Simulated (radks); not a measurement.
Problem. Successive ionisation energies (eV) of one element, from differences of total energies of ions in their ground configurations, starting at charge 0: 7.511, 14.120, 30.313, 40.953, 77.290, 95.991, 115.50, 135.69, 156.42, 186.72, 209.88, 233.60, 257.83, 282.48, 384.49, 411.20, 437.39, 475.22, 503.45, 531.06, 610.09, 643.52. All-electron calculation, scalar-relativistic Kohn-Sham, r2SCAN, spin-polarised, spherical densities, finite nucleus; open shells are filled with parallel spins first (spin-orbit coupling, left out, can overturn this in heavy ions); meta-GGA in the generalised Kohn-Sham scheme; Fermi nuclear charge, rms radius 4.6519 fm. Program: a radial shooting solver on a logarithmic mesh with Libxc functionals. Which element is it?

Solution. Tin (Z = 50). The first species listed is Sn in [Kr] 4d10 5s2 5p2, the last Sn21+ in [Ar] 3d10 4s1.
